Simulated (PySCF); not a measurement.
germylmethylgermane (CH8Ge2), SMILES [GeH3][CH2][GeH3]. Atoms are numbered in the order given.

```xyz
11

Ge     1.6537     0.0000    -0.1033
C      0.0000     0.0000     0.9580
Ge    -1.6537     0.0000    -0.1033
H      2.8867     0.0000     0.8214
H      1.7049    -1.2516    -0.9995
H      1.7049     1.2516    -0.9995
H      0.0000     0.8886     1.6102
H      0.0000    -0.8886     1.6102
H     -1.7049    -1.2516    -0.9995
H     -1.7049     1.2516    -0.9995
H     -2.8867     0.0000     0.8214
```
Charge 0, spin multiplicity 1.

Geometry: TPSSh-D3(BJ)/def2-SVP.

Two levels are set side by side: PBE/pcSseg-1 (PySCF) and PBE0/pcSseg-1 (PySCF). GIAO shifts against GeH4 (⁷³Ge), TMS (¹H), TMS (¹³C) at the same level; non-relativistic, no solvent, atoms listed together averaged. Differences are taken from unrounded values.

```tsv
quantity	PBE0	PBE	PBE minus PBE0
δ(⁷³Ge) of Ge1, Ge3 (ppm)	117.1	127.5	10.4
δ(¹³C) of C2 (ppm)	-11.2	-8.1	3.0
δ(¹H) of H7, H8 (ppm)	0.30	0.49	0.18
```

Rough cost on one machine, each run with all the roots and properties that it gave: PBE0 against PBE within a factor of 2.
